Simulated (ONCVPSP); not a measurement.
# PBE ONCV dataset for fluorine (F), fully relativistic all-electron reference.

ONCVPSP 4.0.1 input, shortened (lines: element, Z, core and valence counts, functional; n l f; lmax; l rc ep ncon nbas qcut; lloc lpopt rc5 dvloc0; l nproj debl; icmod fcfact rcfact), PBE, fully relativistic:

```
  F 9.00    1    2        4      upf
    1    0    2.00
    2    0    1.75
    2    1    5.25
    2
    0    0.55    0.00    4    7   11.10
    1    1.50    0.00    4    7    9.50
    2    1.65    0.36    4    8    6.10
    4    5    0.50   -1.00
    0    2    0.90
    1    2    2.60
    2    2    3.50
    2    0.20    1.15
```

Open shells are filled in proportion to 2j + 1.

In the s channel the program set the typed energies aside and used -1.103, 0.250 Ha.

All-electron outer shells of the reference configuration (PBE, scalar-relativistic, ld1.x):

```
shell  level (eV)  outermost node (bohr)  outermost maximum (bohr)
   1s     -663.53                      –                      0.11
   2s      -30.02                   0.24                      0.76
   2p      -11.22                      –                      0.71
```

Task: Does the generator finish with these settings?

Result: Yes, a potential is produced and its reference levels are reproduced.

Task: Estimate the cutoffs (Ha) at which the residual kinetic energy of the hardest occupied pseudo-wave falls to 1 and 0.1 mHa per electron.

Result: 270 Ha and 403 Ha.

Task: What does a ghost test show?

Result: Ghosts flagged at negative energy: s at -494.1 eV, d5/2 at -227.3 eV, d3/2 at -203.0 eV; GHOST(+) flags only above 600 eV. A true bound ghost makes a file unfit for plane-wave use.

Task: Which valence shell sets the plane-wave cutoff?

Result: 2s: 270 Ha for 1 mHa per electron, against 32 Ha for 2p.

Task: Tests: 2s2 2p5; 2s2 2p4; 2s2 2p3; 2s2 2p1. Which has the largest error in its energy relative to the reference configuration, and how large is it?

Result: 2s2 2p1, with +3401 meV (all-electron minus pseudo) on +199.52 eV.
